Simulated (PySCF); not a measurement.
Working out the ionisation energy of B⁺

B⁺ [He] 2s2 (1S) → B²⁺ [He] 2s1 (2S). All numbers are calculated (PySCF 2.14, scalar relativity by spin-free X2C-1e, in x2c-TZVPPall (5s3p2d1f, 31 functions)). Frozen: nothing. Energies in hartree (1 hartree = 27.21139 eV):

```json
{"part": "UHF", "B⁺ (lower)": "-24.243658", "B²⁺ (upper)": "-23.381994"}
{"part": "MP2 opposite-spin", "B⁺ (lower)": "-0.049801", "B²⁺ (upper)": "-0.014045"}
{"part": "MP2 same-spin", "B⁺ (lower)": "-0.000262", "B²⁺ (upper)": "-0.000125"}
```

What does Hartree-Fock give?

(-23.381994) − (-24.243658) = 0.861664 hartree = 23.447 eV.

What do MP2 and SCS-MP2 (6/5 opposite-spin, 1/3 same-spin) give?

The opposite-spin parts differ by 0.973 eV and the same-spin parts by 0.004 eV. MP2: 23.447 + (0.973) + (0.004) = 24.424 eV. SCS-MP2: 23.447 + 1.2 × (0.973) + (0.004)/3 = 24.616 eV.

Measured between the centres of the two terms (NIST): 25.155 eV, so MP2 (valence and next inner shell) is off by -0.731 eV.

What remains against the reference includes basis incompleteness and correlation beyond second order.
